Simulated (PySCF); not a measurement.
C3H7FN2Si2.
Structure used (GFN2-xTB), in Å, numbered top down from 1:
```xyz
15
C3H7FN2Si2 angstrom
F      3.3470   -1.3427    0.3267
C      2.1223   -0.8392    0.1967
C      1.7887    0.5130    0.0347
C      0.4108    0.5110   -0.0541
Si    -0.7509    1.9620   -0.2784
N      0.0124   -0.7868    0.0502
Si    -1.5677   -1.5568    0.1167
N      1.0628   -1.6105    0.2075
H      2.4563    1.3475   -0.0117
H      0.0441    3.1813   -0.1436
H     -1.7909    1.9095    0.7522
H     -1.3566    1.8905   -1.6107
H     -2.4068   -0.8167   -0.8265
H     -1.3055   -2.9335   -0.2666
H     -2.0704   -1.4206    1.4849
```

Level of theory: TDDFT wB97X-D/def2-SVPD, vertical, gas phase, core orbitals frozen in the response in PySCF.

Kohn–Sham orbitals with the atoms that hold most of them (Löwdin shares over 4%, at most four atoms; ? is withheld):

```json
{"orbital": "LUMO+2", "ε (eV)": "1.81", "atoms": "Si5 31%, Si7 26%, H11 8%, H13 6%"}
{"orbital": "LUMO+1", "ε (eV)": "1.53", "atoms": "Si7 33%, Si5 13%, H13 11%, H15 8%"}
{"orbital": "LUMO", "ε (eV)": "?", "atoms": "?"}
{"orbital": "HOMO", "ε (eV)": "-9.34", "atoms": "?"}
{"orbital": "HOMO-1", "ε (eV)": "-9.49", "atoms": "C3 33%, C4 20%, N8 14%, N6 13%"}
{"orbital": "HOMO-2", "ε (eV)": "-10.64", "atoms": "N8 61%, C2 10%, N6 8%, C4 5%"}
{"orbital": "HOMO-3", "ε (eV)": "-11.87", "atoms": "Si5 24%, C4 20%, C3 10%, H11 9%"}
```

Task: Which atoms hold the HOMO, and with what shares?

Result: N6 (bonded to C, N and Si) 23%; N8 (bonded to C and N) 22%; C2 (bonded to C, F and N) 20%; C4 (bonded to C, N and Si) 12%. By element: nitrogen 45%, carbon 31% or more.

Task: Give the leading atoms of the LUMO.

Result: C4 (bonded to C, N and Si) 21%; N8 (bonded to C and N) 14%; Si5 (bonded to C and 3 H) 13%; N6 (bonded to C, N and Si) 13%. By element: nitrogen 27%, carbon 21% or more, silicon 13% or more.

Task: What is the LUMO energy, and the HOMO–LUMO gap?

Result: ε(LUMO) = 1.12 eV; the gap is 10.46 eV (0.3844 hartree).

Task: How does S1 compare with the orbital gap of 10.46 eV?

Result: S1 is at 6.22 eV (f = 0.125), 4.25 eV below the gap, made of HOMO→LUMO (74%), HOMO-1→LUMO (16%). Without the coupling terms of the response equations the lowest excitation would equal the gap.

Task: Give energy, strength and leading configuration of S1, S2, S3, S4 and S5, and follow the Löwdin shares of the leading atoms from the occupied to the empty orbital.

Result: 
- S1 (6.22 eV, f 0.125), HOMO→LUMO (74%): N6 23% → 13%, N8 22% → 14%, C4 12% → 21%
- S2 (6.47 eV, f 0.211), HOMO-1→LUMO (75%): C3 33% → at most 13%, C4 20% → 21%, N8 14% → 14%
- S3 (6.71 eV, f 0.0040), HOMO-2→LUMO (88%): N8 61% → 14%, C2 10% → at most 13%, C4 5% → 21%
- S4 (6.85 eV, f 0.0059), HOMO→LUMO+1 (91%): N6 23% → at most 9%, N8 22% → at most 9%, Si7 at most 12% → 33%, Si5 at most 12% → 13%
- S5 (7.06 eV, f 0.0054), HOMO-1→LUMO+1 (91%): C3 33% → at most 9%, C4 20% → at most 9%, Si7 at most 13% → 33%, Si5 at most 13% → 13%

Löwdin shares depend on the basis, the more so with diffuse functions.
